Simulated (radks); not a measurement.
Spherical quantum dot in the effective-mass picture: electrons in a hard-walled sphere of radius 4.27, with a point charge +1 (a donor) at the centre, all in effective atomic units (hartree* = m*/eps^2 hartree, bohr* = eps/m* bohr), one dielectric constant everywhere. Method: non-relativistic Kohn-Sham, r2SCAN, spin-polarised, spherical densities, generalised Kohn-Sham scheme; computed with a radial shooting solver with Libxc functionals. Levels are named by radial order and angular momentum (1s, 1p, 1d, 2s, ...), and open shells are averaged over m.

N = 2, configuration 1s2. This is the lowest configuration that the search found. Occupied and some empty levels:

level  occupation  eigenvalue (hartree*)  <r> (bohr*)
1s              2                0.25129        1.655
1p              0                0.70332        2.445
2s              0                0.98540        2.162
1d              0                 1.1128        2.723

Energy (hartree*): total -0.407611, kinetic 0.80649, external -1.7299, Hartree 1.1008, exchange-correlation -0.58500.

Electron density:

r (bohr*)  n(r) (e/bohr*^3)
0.181                0.3071
0.504                0.1662
0.826               0.09366
1.15                0.05480
1.47                0.03305
1.79                0.02023
2.12                0.01234
2.44               0.007378
2.76               0.004199
3.08               0.002201
3.41              0.0009923
3.73              0.0003331
4.05             0.00004653
